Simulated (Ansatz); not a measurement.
Isomers of C4H8BF, relaxed with PBE0-D4/def2-TZVP in Ansatz; electronic energies, one conformer each and not always the lowest. Functionals use def2-TZVPP; CBS adds triple-zeta CCSD(T) − MP2 to the MP2 limit of def2-TZVPP and def2-QZVPP.

Order them by energy at frozen-core CCSD(T)/CBS, lowest first. (Best estimate.)
A. `C=C(C)B(C)F`
B. `BC/C(C)=C\F`
C. `BC/C=C(/C)F`
D. `C[C@@H](F)[C@@H]1BC1`
E. `CC(C)=CBF`

A (0.0 kcal/mol), E (7.2 kcal/mol), C (63.4 kcal/mol), B (66.9 kcal/mol), D (76.1 kcal/mol).

How do B2PLYP, ωB97M-V, HF/CBS(def2), B3LYP-D4 place them (kcal/mol, against `C=C(C)B(C)F`)? (An estimate is asked.)

The calculation gave: 
| isomer | B2PLYP | ωB97M-V | HF/CBS(def2) | B3LYP-D4 |
| --- | --- | --- | --- | --- |
| `CC(C)=CBF` | 6.5 | 7.4 | 6.2 | 6.6 |
| `C[C@@H](F)[C@@H]1BC1` | 77.0 | 73.6 | 78.3 | 76.9 |
| `BC/C(C)=C\F` | 67.4 | 65.5 | 72.3 | 66.8 |
| `BC/C=C(/C)F` | 63.1 | 61.4 | 68.1 | 62.7 |

B3LYP here is the variant with VWN-RPA as its local correlation; programs differ in this.
